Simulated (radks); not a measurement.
Removal energies from the niobium ion Nb9+, [Ar] 3d10 4s2 4p(1/2: 2, 3/2: 0), by Delta-SCF beside the eigenvalue of the level emptied. Calculated with a radial shooting solver on a logarithmic mesh with Libxc functionals: Dirac Kohn-Sham, PBE, spin-unpolarised, spherical densities, finite nucleus; Fermi nuclear charge, rms radius of each element as measured or else 0.836 A^(1/3) + 0.57 fm. Sub-shells are occupied by j as written (lower j first in brackets).

[
 {"removed from": "4p1/2", "final configuration": "[Ar] 3d10 4s2 4p(1/2: 1, 3/2: 0)", "Delta-SCF (eV)": "180.22", "-eigenvalue (eV)": "170.23"},
 {"removed from": "4s1/2", "final configuration": "[Ar] 3d10 4s1 4p(1/2: 2, 3/2: 0)", "Delta-SCF (eV)": "206.25", "-eigenvalue (eV)": "195.76"},
 {"removed from": "3d5/2", "final configuration": "[Ar] 3d(3/2: 4, 5/2: 5) 4s2 4p(1/2: 2, 3/2: 0)", "Delta-SCF (eV)": "373.06", "-eigenvalue (eV)": "350.46"},
 {"removed from": "3d3/2", "final configuration": "[Ar] 3d(3/2: 3, 5/2: 6) 4s2 4p(1/2: 2, 3/2: 0)", "Delta-SCF (eV)": "376.14", "-eigenvalue (eV)": "353.41"}
]
